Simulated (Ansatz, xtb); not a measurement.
**Two isomers of C2H6ClFSn**

Structure X: `[CH3][Sn]([CH3])([F])[Cl]`, a singlet. Structure Y: `C[CH2][Sn@H]([F])[Cl]`, a singlet. Both are isolated molecules in the gas phase, relaxed with PBE0-D3(BJ)/def2-SVP; each stands in its lowest conformer found.

Problem. Estimate E(Y) − E(X) at the level CCSD(T)/def2-SVP + ΔMP2/def2-TZVPP.

Solution. Calculated at CCSD(T)/def2-SVP + ΔMP2/def2-TZVPP: E(Y) − E(X) = +11.7 kcal/mol, so structure X lies lower.

How the difference moves with the method:

| level | geometry | E(Y) − E(X) (kcal/mol) | departure from the last row (kcal/mol) | job, with rough time for the two |
| --- | --- | --- | --- | --- |
| GFN2-xTB | GFN2-xTB | −5.4 | −17.1 | optimisation, 0.21 s |
| HF/STO-3G | GFN2-xTB | +14.5 | +2.8 | single point, 1.2 s |
| r2SCAN-D4/def2-SVP | GFN2-xTB | +9.1 | −2.6 | single point, 3.6 s |
| PBE0-D3(BJ)/def2-SVP | PBE0-D3(BJ)/def2-SVP | +8.7 | −3.0 | optimisation, 5.5 min |
| HF/def2-SVP | PBE0-D3(BJ)/def2-SVP | +8.9 | −2.8 | part of the CCSD(T) run |
| MP2/def2-SVP | PBE0-D3(BJ)/def2-SVP | +8.9 | −2.8 | part of the CCSD(T) run |
| CCSD(T)/def2-SVP | PBE0-D3(BJ)/def2-SVP | +8.0 | −3.7 | single point |
| CCSD(T)/def2-SVP + ΔMP2/def2-TZVPP | PBE0-D3(BJ)/def2-SVP | +11.7 |  | single point, 65 s |

As drawn, Y has 1 C–C, 1 Sn–H in place of 1 C–Sn, 1 C–H.

GFN2-xTB puts the two in the other order. The largest departure from CCSD(T)/def2-SVP + ΔMP2/def2-TZVPP is that of GFN2-xTB, 17.1 kcal/mol. The last row adds to CCSD(T) the change of the MP2 difference between the two basis sets, here +3.7 kcal/mol, a large step that makes the value less sure.

With harmonic frequencies from PBE0-D3(BJ)/def2-SVP (ideal gas, rigid rotor, one conformer each, 298.15 K, 1 atm): on the last row, ΔE + ΔZPE = +11.7 kcal/mol. A mode under 50 cm⁻¹ makes harmonic enthalpies and free energies unreliable, so none is given.

The correlated steps freeze 12 core orbitals; the filled d shell of Sn is correlated, in a basis made for valence electrons. Atoms past krypton carry core potentials in the def2 sets, other sets are all-electron and non-relativistic, and no spin–orbit term is included. Programs: Ansatz 0.2.0, xtb 6.7.1; the last row on 2 threads of Intel(R) Xeon(R) Platinum 8375C CPU @ 2.90GHz (Ice Lake) on a shared host.
